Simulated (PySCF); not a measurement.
Be(Me)(NMe2) (C3H9BeN), SMILES [CH3][Be][N](C)C.

The structure is a stationary point at ωB97X-D3(BJ)/def2-SVP. The structure was generated by enumeration; whether it is a known compound was not checked. One conformer was computed; it need not be the lowest.

Two levels are set side by side: TDDFT-PBE/def2-SVPD (PySCF) and TDDFT-B3LYP/def2-SVPD (PySCF). Vertical, same geometry. The lowest singlet is HOMO→LUMO 100 % with PBE and HOMO→LUMO+1 95 % with the other functional; states are paired by order. Differences are taken from unrounded values.

```tsv
quantity	TDDFT-PBE
lowest singlet excitation (eV)	4.50
lowest triplet excitation (TDA) (eV)	4.40
first bright state (f over 0.05) (eV)	5.29
its oscillator strength	0.09
```

These are the TDDFT-PBE values. What does TDDFT-B3LYP give? (The exact figures need the calculation; the answer reports its results.)


| quantity | TDDFT-B3LYP | TDDFT-PBE minus TDDFT-B3LYP |
|---|---|---|
| lowest singlet excitation (eV) | 4.95 | -0.45 |
| lowest triplet excitation (TDA) (eV) | 4.86 | -0.46 |
| first bright state (f over 0.05) (eV) | 5.73 | -0.43 |
| its oscillator strength | 0.10 | -0.01 |

A lower first singlet is the usual sign of a functional without exact exchange. Differences between two approximate levels are no errors against the true value.

Rough cost on one machine, each run with all the roots and properties that it gave: TDDFT-B3LYP against TDDFT-PBE about 3 times.
